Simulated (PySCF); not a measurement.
Compound: TiF4 (singlet state).
Geometry (PBE0-D3(BJ)/def2-TZVP, Å), atoms numbered from 1 in this order:
```
atom  x, y, z in Å
F1    -1.0487   -0.8721    1.0132
Ti2    0.0808   -0.0860   -0.0512
F3     1.3340    0.6694    0.8893
F4    -0.7420    1.1250   -0.9906
F5     0.7855   -1.2641   -1.1191
```

Method used: PySCF, PBE0-D3(BJ)/def2-TZVP geometry optimisation, gas phase.

(1) Which atoms are bound to Ti2, and at what distances?

(2) List the angles at Ti2.

(3) What is the shape at Ti2?

(4) What are the rotational constants (commonest isotopes, rigid rotor)?

Answers

(1) 4 atoms: F5 1.739 Å, F3 1.739 Å, F4 1.740 Å, F1 1.740 Å.

(2) 
```json
{"angle": "F1–Ti2–F4", "degrees": "109.7", "distance of the outer atoms (Å)": "2.85"}
{"angle": "F3–Ti2–F5", "degrees": "109.5", "distance of the outer atoms (Å)": "2.84"}
{"angle": "F1–Ti2–F3", "degrees": "109.5", "distance of the outer atoms (Å)": "2.84"}
{"angle": "F1–Ti2–F5", "degrees": "109.4", "distance of the outer atoms (Å)": "2.84"}
{"angle": "F4–Ti2–F5", "degrees": "109.4", "distance of the outer atoms (Å)": "2.84"}
{"angle": "F3–Ti2–F4", "degrees": "109.3", "distance of the outer atoms (Å)": "2.84"}
```

(3) Tetrahedral: angles from 109.3° to 109.7°; τ4 = (360° − α − β)/141° = 1.00 with α and β the two widest (0 for a square, 1 for a tetrahedron).

(4) A = 3303, B = 3297, C = 3290 MHz: a spherical top.

Point group: Td (tolerance 0.08 Å). Charge 0, singlet. Geometry: PBE0-D3(BJ)/def2-TZVP; no solvent, vibrations or thermal averaging. No frequency check.
